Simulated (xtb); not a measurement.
xtb input (GFN2-xTB):

```bash
xtb mol.xyz --gfn 2 --sp --chrg 0 --uhf 0
```
mol.xyz:
```
5

F     -0.09925197    -1.47024653    -1.40589389
Sn    -0.01476441    -0.21122047     0.01587479
F     -0.09048902    -1.24419934     1.60990471
Cl    -1.84613155     1.16288752    -0.08179919
Cl     1.99000739     0.89540874    -0.07289710
```

Output:

```
           -------------------------------------------------
          |                Calculation Setup                |
           -------------------------------------------------

           -------------------------------------------------
          |                 G F N 2 - x T B                 |
           -------------------------------------------------

        Reference                      10.1021/acs.jctc.8b01176
      * Hamiltonian:
        H0-scaling (s, p, d)           1.850000    2.230000    2.230000
        zeta-weighting                 0.500000
      * Dispersion:
        s8                             2.700000
        a1                             0.520000
        a2                             5.000000
        s9                             5.000000
      * Repulsion:
        kExp                           1.500000    1.000000
        rExp                           1.000000
      * Coulomb:
        alpha                          2.000000
        third order                    shell-resolved
        anisotropic                    true
        a3                             3.000000
        a5                             4.000000
        cn-shift                       1.200000
        cn-exp                         4.000000
        max-rad                        5.000000

          ...................................................
          :                      SETUP                      :
          :.................................................:
          :  # basis functions                  38          :
          :  # atomic orbitals                  35          :
          :  # shells                           13          :
          :  # electrons                        32          :
          :  max. iterations                   250          :
          :  Hamiltonian                  GFN2-xTB          :
          :  restarted?                      false          :
          :  GBSA solvation                  false          :
          :  PC potential                    false          :
          :  electronic temp.          300.0000000     K    :
          :  accuracy                    1.0000000          :
          :  -> integral cutoff          0.2500000E+02      :
          :  -> integral neglect         0.1000000E-07      :
          :  -> SCF convergence          0.1000000E-05 Eh   :
          :  -> wf. convergence          0.1000000E-03 e    :
          :  Broyden damping             0.4000000          :
          :  net charge                          0          :
          :  unpaired electrons                  0          :
          ...................................................

 iter      E             dE          RMSdq      gap      omega  full diag
   1    -17.5551881 -0.175552E+02  0.222E+01    2.74       0.0  T
   2    -16.9552155  0.599973E+00  0.244E+01   10.13       1.0  T
   3    -20.6074349 -0.365222E+01  0.628E+00    3.75       1.0  T
   4    -20.7742839 -0.166849E+00  0.320E+00    3.27       1.0  T
   5    -20.7521615  0.221224E-01  0.358E+00    3.06       1.0  T
   6    -20.7896129 -0.374514E-01  0.644E-01    3.10       1.0  T
   7    -20.7884580  0.115492E-02  0.844E-01    3.13       1.0  T
   8    -20.7898602 -0.140223E-02  0.114E-01    3.09       1.0  T
   9    -20.7893178  0.542448E-03  0.486E-01    3.07       1.0  T
  10    -20.7898251 -0.507343E-03  0.114E-01    3.09       1.0  T
  11    -20.7898430 -0.178894E-04  0.112E-01    3.10       1.0  T
  12    -20.7898596 -0.165788E-04  0.442E-02    3.10       1.0  T
  13    -20.7898640 -0.439266E-05  0.229E-02    3.09       2.0  T
  14    -20.7898645 -0.527035E-06  0.598E-03    3.09       7.5  T
  15    -20.7898645 -0.215574E-07  0.293E-03    3.09      15.3  T
  16    -20.7898646 -0.189612E-07  0.728E-04    3.09      61.4  T
  17    -20.7898646 -0.103706E-08  0.154E-04    3.09     291.3  T

   *** convergence criteria satisfied after 17 iterations ***

         #    Occupation            Energy/Eh            Energy/eV
      -------------------------------------------------------------
         1        2.0000           -1.0943574             -29.7790
       ...           ...                  ...                  ...
        10        2.0000           -0.5149070             -14.0113
        11        2.0000           -0.5146871             -14.0054
        12        2.0000           -0.5000861             -13.6080
        13        2.0000           -0.4888394             -13.3020
        14        2.0000           -0.4858479             -13.2206
        15        2.0000           -0.4853418             -13.2068
        16        2.0000           -0.4808962             -13.0859 (HOMO)
        17                         -0.3671959              -9.9919 (LUMO)
        18                         -0.1258344              -3.4241
        19                         -0.1155881              -3.1453
        20                         -0.1155245              -3.1436
        21                         -0.0780771              -2.1246
       ...                                ...                  ...
        35                          0.5366733              14.6036
      -------------------------------------------------------------
                  HL-Gap            0.1137003 Eh            3.0939 eV
             Fermi-level           -0.4240460 Eh          -11.5389 eV

 SCC (total)                   0 d,  0 h,  0 min,  0.013 sec
 SCC setup                      ...        0 min,  0.000 sec (  0.767%)
 Dispersion                     ...        0 min,  0.000 sec (  0.190%)
 classical contributions        ...        0 min,  0.000 sec (  0.094%)
 integral evaluation            ...        0 min,  0.001 sec ( 10.287%)
 iterations                     ...        0 min,  0.010 sec ( 72.338%)
 molecular gradient             ...        0 min,  0.002 sec ( 15.633%)
 printout                       ...        0 min,  0.000 sec (  0.571%)

         :::::::::::::::::::::::::::::::::::::::::::::::::::::
         ::                     SUMMARY                     ::
         :::::::::::::::::::::::::::::::::::::::::::::::::::::
         :: total energy             -20.782410783115 Eh    ::
         :: gradient norm              0.032881852612 Eh/a0 ::
         :: HOMO-LUMO gap              3.093943478539 eV    ::
         ::.................................................::
         :: SCC energy               -20.789862036708 Eh    ::
         :: -> isotropic ES           -0.003286824153 Eh    ::
         :: -> anisotropic ES          0.000377291042 Eh    ::
         :: -> anisotropic XC         -0.002549749024 Eh    ::
         :: -> dispersion             -0.004306946424 Eh    ::
         :: repulsion energy           0.007451253594 Eh    ::
         :: add. restraining           0.000000000000 Eh    ::
         :: total charge               0.000000000000 e     ::
         :::::::::::::::::::::::::::::::::::::::::::::::::::::

           -------------------------------------------------
          |                Property Printout                |
           -------------------------------------------------

    * Orbital Energies and Occupations

         #    Occupation            Energy/Eh            Energy/eV
      -------------------------------------------------------------
         1        2.0000           -1.0943574             -29.7790
       ...           ...                  ...                  ...
         4        2.0000           -0.8163303             -22.2135
         5        2.0000           -0.7520326             -20.4638
         6        2.0000           -0.5326377             -14.4938
         7        2.0000           -0.5308233             -14.4444
         8        2.0000           -0.5305225             -14.4363
         9        2.0000           -0.5199952             -14.1498
        10        2.0000           -0.5149070             -14.0113
        11        2.0000           -0.5146871             -14.0054
        12        2.0000           -0.5000861             -13.6080
        13        2.0000           -0.4888394             -13.3020
        14        2.0000           -0.4858479             -13.2206
        15        2.0000           -0.4853418             -13.2068
        16        2.0000           -0.4808962             -13.0859 (HOMO)
        17                         -0.3671959              -9.9919 (LUMO)
        18                         -0.1258344              -3.4241
        19                         -0.1155881              -3.1453
        20                         -0.1155245              -3.1436
        21                         -0.0780771              -2.1246
        22                         -0.0740556              -2.0152
        23                         -0.0329016              -0.8953
        24                         -0.0308324              -0.8390
        25                         -0.0302186              -0.8223
        26                         -0.0299608              -0.8153
        27                         -0.0282431              -0.7685
       ...                                ...                  ...
        35                          0.5366733              14.6036
      -------------------------------------------------------------
                  HL-Gap            0.1137003 Eh            3.0939 eV
             Fermi-level           -0.4240460 Eh          -11.5389 eV

     #   Z          covCN         q      C6AA      α(0)
     1   9 F        0.710    -0.248    11.749     4.047
     2  50 Sn       3.040     0.558   359.909    37.245
     3   9 F        0.710    -0.248    11.749     4.047
     4  17 Cl       0.810    -0.032   100.056    15.302
     5  17 Cl       0.810    -0.032   100.056    15.302

 Mol. C6AA /au·bohr⁶  :       2050.129151
 Mol. C8AA /au·bohr⁸  :     134386.880730
 Mol. α(0) /au        :         75.943433

Wiberg/Mayer (AO) data.
largest (>0.10) Wiberg bond orders for each atom

 ---------------------------------------------------------------------------
     #   Z sym  total        # sym  WBO       # sym  WBO       # sym  WBO
 ---------------------------------------------------------------------------
     1   9 F    1.218 --     2 Sn   0.787     4 Cl   0.159     5 Cl   0.159
                             3 F    0.112
     2  50 Sn   3.261 --     4 Cl   0.843     5 Cl   0.843     1 F    0.787
                             3 F    0.787
     3   9 F    1.218 --     2 Sn   0.787     4 Cl   0.159     5 Cl   0.159
                             1 F    0.112
     4  17 Cl   1.398 --     2 Sn   0.843     5 Cl   0.236     3 F    0.159
                             1 F    0.159
     5  17 Cl   1.398 --     2 Sn   0.843     4 Cl   0.236     1 F    0.159
                             3 F    0.159
 ---------------------------------------------------------------------------

Topologies differ in total number of bonds
Writing topology from bond orders to xtbtopo.mol

molecular dipole:
                 x           y           z       tot (Debye)
 q only:        0.065       0.924      -0.069
   full:        0.064       0.912      -0.069       2.330
molecular quadrupole (traceless):
                xx          xy          yy          xz          yz          zz
 q only:        2.889      -0.272      -0.990       0.006      -0.068      -1.899
  q+dip:        4.693      -0.444      -1.645       0.011      -0.105      -3.049
   full:        4.303      -0.413      -1.599       0.011      -0.082      -2.704

           -------------------------------------------------
          | TOTAL ENERGY              -20.782410783115 Eh   |
          | GRADIENT NORM               0.032881852612 Eh/α |
          | HOMO-LUMO GAP               3.093943478539 eV   |
           -------------------------------------------------

------------------------------------------------------------------------
Note: The following floating-point exceptions are signalling: IEEE_UNDERFLOW_FLAG IEEE_DENORMAL
normal termination of xtb
------------------------------------------------------------------------
 total:
 SCF:
```
